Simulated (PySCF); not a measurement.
First SCF of a structure search on doublet IrO(OH)₂, at a hand-made PBE minimum (heavy-atom frame) geometry. PySCF input:

```python
from pyscf import gto, scf, dft
mol = gto.M(atom='''
Ir    -0.004220    -0.019720    -0.000000
O      0.000000    -1.730440     0.000000
O     -0.030640     0.918060    -1.625140
O     -0.030640     0.918060     1.625140
H      0.890020     1.049420    -1.949270
H      0.890020     1.049420     1.949270''',
    basis={'Ir': 'def2-SVP', 'O': 'def2-SVP', 'H': 'def2-SVP'},
    ecp={'Ir': 'def2-SVP'},
    charge=0, spin=1)
mf = dft.UKS(mol, xc='PBE')
mf.grids.atom_grid = (50, 194)
aux = {'Ir': 'def2-universal-JKFIT', 'O': 'def2-universal-JKFIT', 'H': 'def2-universal-JKFIT'}
mf = mf.density_fit(auxbasis=aux)
mf.conv_tol = 1e-08
mf.diis_space = 10
mf.max_cycle = 60
mf.init_guess = 'minao'
mf.verbose = 4
mf.kernel()
```

Excerpt of the output (cycles alone):

```
init E= -319.228770465762
cycle= 1 E= -330.597049475145  delta_E= -11.4  |g|= 0.775  |ddm|= 5.78
cycle= 2 E= -330.077136492331  delta_E= 0.52  |g|= 1.34  |ddm|= 2.34
cycle= 3 E= -330.729202930312  delta_E= -0.652  |g|= 0.598  |ddm|= 1.73
cycle= 4 E= -330.862688909914  delta_E= -0.133  |g|= 0.116  |ddm|= 0.443
cycle= 5 E= -330.867031961435  delta_E= -0.00434  |g|= 0.0568  |ddm|= 0.133
cycle= 6 E= -330.867876077903  delta_E= -0.000844  |g|= 0.0343  |ddm|= 0.0634
cycle= 7 E= -330.868359148951  delta_E= -0.000483  |g|= 0.00522  |ddm|= 0.0306
cycle= 8 E= -330.86837173799  delta_E= -1.26e-05  |g|= 0.000654  |ddm|= 0.00488
cycle= 9 E= -330.86837195623  delta_E= -2.18e-07  |g|= 0.000164  |ddm|= 0.000803
cycle= 10 E= -330.868371975886  delta_E= -1.97e-08  |g|= 6.07e-05  |ddm|= 0.000303
cycle= 11 E= -330.86837197844  delta_E= -2.55e-09  |g|= 1.23e-05  |ddm|= 0.000115
Extra cycle  E= -330.868371978274  delta_E= 1.66e-10  |g|= 2.63e-05  |ddm|= 3.68e-05
converged SCF energy = -330.868371978274  <S^2> = 0.75318912  2S+1 = 2.0031866
```

No lower solution of this spin was found from smeared starts or by a stability analysis within the unrestricted form.

Other spin states or occupations of the open shell can lie lower. With an element this heavy the missing spin–orbit coupling can shift these numbers.

The search for the lowest solution, 3 starts and the stability check together, took 21 s on 2 threads of a shared Arm Neoverse V1 host, with 84 basis functions; the process peaked at 0.54 GiB.
